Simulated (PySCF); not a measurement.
# Frontier orbitals and the lowest excitations

Compound: FH₅P₂Si₂.
Structure used (PBE0-D3(BJ)/def2-SVP), in Å, numbered top down from 1:
```
atom  x, y, z in Å
F1    -0.4597   -2.8231    0.2385
Si2   -0.1677   -1.2744    0.6403
P3    -1.8795    0.1309    0.1463
Si4   -0.0251    1.4104   -0.2463
P5     1.4185   -0.3088   -0.6426
H6     0.1347   -1.2512    2.0996
H7    -1.8350   -0.3180   -1.2157
H8    -0.1858    2.3366   -1.4036
H9     0.3145    2.1926    0.9791
H10    2.3895   -0.0560    0.3738
```

Level of theory: TDDFT wB97X-D/def2-SVPD, vertical, gas phase, core orbitals frozen in the response in PySCF 2.14.0, density-fitted response routines.

Kohn–Sham orbitals with the atoms that hold most of them (Löwdin shares over 4%, at most four atoms; ? is withheld):

```json
{"orbital": "LUMO+2", "ε (eV)": "1.14", "atoms": "Si4 24%, P5 19%, P3 14%, Si2 13%"}
{"orbital": "LUMO+1", "ε (eV)": "0.92", "atoms": "P5 24%, Si4 23%, P3 22%, Si2 12%"}
{"orbital": "LUMO", "ε (eV)": "?", "atoms": "?"}
{"orbital": "HOMO", "ε (eV)": "-8.98", "atoms": "?"}
{"orbital": "HOMO-1", "ε (eV)": "-10.23", "atoms": "P3 29%, Si2 18%, P5 16%, Si4 10%"}
{"orbital": "HOMO-2", "ε (eV)": "-10.45", "atoms": "P5 38%, P3 17%, Si4 16%, Si2 9%"}
{"orbital": "HOMO-3", "ε (eV)": "-10.55", "atoms": "P5 30%, P3 24%, Si4 19%, Si2 12%"}
```

(1) Give the leading atoms of the HOMO.

(2) Which atoms hold the LUMO, and with what shares?

(3) What is the LUMO energy, and the HOMO–LUMO gap?

Answers

(1) P5 (bonded to 2 Si and H) 37%; P3 (bonded to 2 Si and H) 35%; Si2 (bonded to F, 2 P and H) 9%; Si4 (bonded to 2 P and 2 H) 9%. By element: phosphorus 72%, silicon 18%.

(2) Si2 (bonded to F, 2 P and H) 24%; P5 (bonded to 2 Si and H) 18%; Si4 (bonded to 2 P and 2 H) 17%; P3 (bonded to 2 Si and H) 13%. By element: silicon 41%, phosphorus 31%.

(3) ε(LUMO) = 0.77 eV; the gap is 9.75 eV (0.3582 hartree).

**Question.** How does S1 compare with the orbital gap of 9.75 eV?

**Answer.** S1 is at 5.29 eV (f = 0.0054), 4.45 eV below the gap, made of HOMO→LUMO (80%), HOMO→LUMO+1 (14%). Without the coupling terms of the response equations the lowest excitation would equal the gap.

**Question.** One configuration dominates each of S1 and S2. Which, and how do the shares of the two leading atoms of either orbital change from the occupied to the empty one?

**Answer.** 
- S1 (5.29 eV, f 0.0054), HOMO→LUMO (80%): P5 37% → 18%, P3 35% → 13%, Si2 9% → 24%
- S2 (5.46 eV, f 0.0004), HOMO→LUMO+1 (78%): P5 37% → 24%, P3 35% → 22%, Si4 9% → 23%

One conformer stands for the species.
